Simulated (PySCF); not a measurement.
Si(H)(Cl)(Me)2 (C₂H₇ClSi), SMILES C[SiH](C)Cl. Geometry: B3LYP-D3(BJ)/def2-SVP.

All values below come from PySCF with B3LYP-D3(BJ)/def2-SVP.

Harmonic wavenumbers (cm⁻¹): 158, 170, 190, 194, 241, 503, 624, 663, 700, 730, 779, 861, 903, 913, 1271, 1276, 1425, 1429, 1432, 1441, 2227, 3029, 3030, 3119, 3120, 3132, 3132. Rotational constants (GHz): 5.329, 3.160, 2.241; symmetry number 1.

Question: Work out the zero-point energy and the ideal-gas rigid-rotor harmonic-oscillator thermochemistry at 298.15 K and 1 atm.

Answer: ZPE = ½ Σ hcν = ½ × 36694 cm⁻¹ = 219.48 kJ/mol. H − E(el) = 239.63 kJ/mol. Entropy in J/(mol K): translation 165.49, rotation 111.07, vibration 58.57, total 335.13. G − E(el) = 139.72 kJ/mol. Cp = 104.00 J/(mol K).
